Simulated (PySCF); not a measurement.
C₆H₁₀N₂.
Geometry (GFN2-xTB, Å), atoms numbered from 1 in this order:
```xyz
18
C6H10N2 angstrom
C     -2.4871    0.8403    0.1073
C     -1.0033    0.8317   -0.0208
N     -0.2984    1.9870   -0.1843
C      0.9542    1.6371   -0.2618
N      1.1182    0.2971   -0.1577
C      2.3491   -0.4357   -0.1992
C     -0.1407   -0.2359   -0.0012
C     -0.3797   -1.6943    0.1478
H     -2.7970    0.4129    1.0604
H     -2.8357    1.8668    0.0503
H     -2.9489    0.2638   -0.6936
H      1.7733    2.3161   -0.3935
H      3.1755    0.2617   -0.3287
H      2.3478   -1.1439   -1.0317
H      2.4966   -0.9926    0.7295
H     -0.0184   -2.2420   -0.7238
H      0.1309   -2.0876    1.0281
H     -1.4451   -1.8760    0.2546
```

Closed-shell single points with PySCF (density fitting; grid level 2 and gas phase unless stated) on one GFN2-xTB geometry.

**Question.** Rank these settings by the HOMO energy, lowest first.
A. PBE0/pcseg-1
B. KT3/pcSseg-1, IEF-PCM chloroform, level shift 0.1 Eh
C. wB97X/def2-SVPD

**Answer.** C (-8.21 eV), A (-5.97 eV), B (-4.99 eV).

**Question.** Rank these settings by the HOMO–LUMO gap, lowest first.
A. PBE0/def2-SVPD
B. PBE0/pcseg-1
C. wB97X/def2-SVPD
D. KT3/pcSseg-1, IEF-PCM chloroform, level shift 0.1 Eh

**Answer.** D (4.99 eV), A (6.42 eV), B (6.92 eV), C (10.47 eV).

All figures of these runs:

```
                                            settings  basis functions  SCF cycles     E (Eh)  HOMO (eV)  LUMO (eV)  dipole (D)
                                        PBE0/pcseg-1              162          14  -343.6914      -5.97       0.95        4.12
                                     wB97X/def2-SVPD              240          14  -343.8485      -8.21       2.26        4.06
KT3/pcSseg-1, IEF-PCM chloroform, level shift 0.1 Eh              186          10  -349.5964      -4.99       0.00        4.87
                                      PBE0/def2-SVPD              240          14  -343.5342      -5.98       0.44        3.97
```

Cycle counts include a coarse-grid stage where the run had one. KT3 was designed for NMR shieldings or shifts; total energies of different functionals aren't comparable. The species at its GFN2-xTB geometry.
